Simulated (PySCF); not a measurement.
Dipole moment and polarisability of `[SiH3]O[SiH2]O[SiH2]P`

H9O2PSi3.
Cartesian coordinates in Å at the PBE0-D3(BJ)/def2-SVP level; atoms count from 1:
```
atom  x, y, z in Å
Si1   -2.2489    0.3374    0.6418
O2    -1.6686   -0.0715   -0.8557
Si3   -0.5958   -0.8000   -1.8672
O4     0.8173   -1.1340   -1.0729
Si5    1.7884   -0.6352    0.1772
P6     1.3793    1.5558    0.5859
H7    -2.3901    1.8164    0.7397
H8    -3.5826   -0.3056    0.8310
H9    -1.3201   -0.1528    1.7054
H10   -1.1526   -2.0890   -2.3531
H11   -0.3158    0.1325   -2.9916
H12    3.2038   -0.9127   -0.1993
H13    1.4554   -1.3847    1.4252
H14    2.3562    1.6238    1.6268
H15    2.2718    2.0280   -0.4243
```

Level: B3LYP/def2-SVPD (PySCF), static field, nuclei fixed, core orbitals frozen in the response. The polarisability tensor in these axes (au):

```
x   116.77   0.32   0.81
y     0.32 112.62   6.95
z     0.81   6.95 104.98
```

Question: Diagonalise the tensor; give its mean and Δα, where Δα² is half the sum of the squared differences of the eigenvalues.

Answer: Principal values 100.85, 116.07 and 117.44 au; mean 111.45 au = 16.52 Å³ = 18.38 × 10⁻⁴⁰ C²·m²/J; Δα = 15.94 au (14 % of the mean).

Question: What is the dipole moment, and where does it point?

Answer: (0.61, 0.15, 0.39) D, 0.74 D in size, pointing from the negative to the positive side. Measured along this direction, the outermost atoms are H10 and H8 at the negative end and H14 at the positive end.

Question: Molar refractivity from α?

Answer: Lorentz–Lorenz: R = (4π/3)N_A α = 2.5225 cm³/(mol·Å³) × 16.52 Å³ = 41.7 cm³/mol, in the limit of long wavelengths.

Question: In TDDFT the mean static polarisability is Σ f/ω² over all singlet excitations (ω in hartree). How much of it do the 6 lowest give? Their energies (eV) and oscillator strengths: 6.04, 0.0163; 6.37, 0.0290; 6.54, 0.0110; 6.74, 0.0007; 6.84, 0.0049; 6.95, 0.2144.

Answer: They add up to 4.43 au, 4.0 % of the 111.45 au; the largest single term is 3.29 au, from the state at 6.95 eV. Terms in order: 0.33, 0.53, 0.19, 0.01, 0.08, 3.29 au. Higher excitations give the rest. The strengths listed sum to 0.276.

Question: How large is μ²/3kT at 400 K beside α?

Answer: In Gaussian units μ²/3kT = 3.29 Å³ against 16.52 Å³, a ratio of 0.20; the Debye molar polarisation (4π/3)N_A(α + μ²/3kT) is 50.0 cm³/mol, leaving out the vibrational part.

Question: Traceless (Buckingham) quadrupole moment about the centre of nuclear charge: eigenvalues?

Answer: -4.16, 1.37, 2.79 D·Å. The values depend on the origin, since the dipole doesn't vanish. The electronic extent ⟨r²⟩ about the same centre is 1565 bohr², a root-mean-square distance of 2.31 Å for the 82 electrons.

One conformer (not necessarily the lowest) at the PBE0-D3(BJ)/def2-SVP geometry, without solvent, vibrations or thermal averaging.

These values come from a run that also computed excited states. The run took about 40 s of CPU time (one thread, shared machine).
